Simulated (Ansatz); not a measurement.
`CC=C([SiH3])[SiH3]` → `C=C([SiH3])C[SiH3]`  (isomerisation)

Program: Ansatz. Geometries: PBE0-D4/def2-TZVP. ΔE: electronic, gas phase. CBS: MP2 limit from def2 TZ/QZ plus the TZ coupled-cluster correction, frozen cores. Functionals use def2-TZVPP. B3LYP here is the variant with VWN-RPA as its local correlation; programs differ in this. One conformer a species, not always the lowest.

`CC=C([SiH3])[SiH3]`:

Z-matrix (Å, degrees):
```
C
C 1 1.489
H 1 1.095 2 110.4
H 1 1.095 2 110.4 3 -117.4
H 1 1.092 2 112.8 3 121.3
C 2 1.341 1 126.8 3 -120.7
H 2 1.093 1 114.2 3 59.2
Si 6 1.860 2 119.2 1 179.8
Si 6 1.869 2 122.3 1 -0.0
H 8 1.489 6 110.9 2 120.2
H 8 1.489 6 110.8 2 -120.9
H 8 1.489 6 109.5 2 -0.4
H 9 1.487 6 108.6 2 -178.2
H 9 1.489 6 111.9 2 -58.8
H 9 1.489 6 111.8 2 62.5
```

`C=C([SiH3])C[SiH3]`:

Cartesian coordinates in Å:
```
C 1.186 1.347 -0.618
C 0.345 0.311 -0.584
Si 0.919 -1.348 -1.226
C -1.050 0.435 -0.044
Si -1.115 0.041 1.800
H 2.200 1.249 -0.988
H 0.889 2.338 -0.278
H 0.063 -1.765 -2.372
H 2.333 -1.247 -1.670
H 0.801 -2.402 -0.181
H -1.431 1.454 -0.173
H -1.746 -0.234 -0.562
H -0.326 1.055 2.546
H -0.544 -1.305 2.068
H -2.524 0.070 2.282
```

```
             level  ΔE (kJ/mol)  difference from CCSD(T)/CBS
         r2SCAN-D4         14.9                          2.7
           PBE0-D4         13.9                          1.7
          B3LYP-D4         12.6                          0.4
           ωB97M-V         12.1                         -0.1
               PBE         14.4                          2.2
             B3LYP         13.6                          1.4
    MP2/def2-TZVPP         12.1                         -0.1
     HF/def2-QZVPP         14.1                          1.9
SCS-MP2/def2-QZVPP         12.4                          0.2
      HF/CBS(def2)         14.2                          2.0
       CCSD(T)/CBS         12.2                            0
```

Largest T1 diagnostic among the species: 0.012.
